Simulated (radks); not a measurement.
Valence configurations of Xe IV (all share [Kr]). Calculated with a radial shooting solver on a logarithmic mesh with Libxc functionals: scalar-relativistic Kohn-Sham, PBE, spin-polarised, spherical densities, finite nucleus; open shells are filled with parallel spins first (spin-orbit coupling, left out, can overturn this in heavy ions); Fermi nuclear charge, rms radius 4.7859 fm. Energies are relative to 4d10 5s2 5p3; eigenvalues in eV for spin up.

valence	E (eV)	moment (Bohr magnetons)	e(4d)	e(5p)	e(5s)
4d10 5s2 5p3	0.000	3	-92.953	-38.077	-51.336
4d10 5s1.5 5p3.5	6.693	3	-93.626	-38.386	-51.731
4d10 5s1 5p4	13.399	3	-94.295	-38.692	-52.122
4d10 5p5	28.722	1	-95.486	-38.599	-
4d9.5 5s2 5p3.5	29.180	3	-96.960	-38.957	-52.571
4d9 5s2 5p4	59.473	3	-100.96	-39.813	-53.780
4d8.5 5s2 5p4.5	90.885	3	-104.95	-40.650	-54.964
4d8 5s2 5p5	123.42	3	-108.93	-41.471	-56.126
4d7 5s2 5p6	191.87	3	-116.88	-43.073	-58.393

NIST lists [Kr] 4d10 5s2 5p3 as the ground configuration; this level of theory agrees among the configurations tried. The energies are those of spherical high-spin densities, not of single terms.
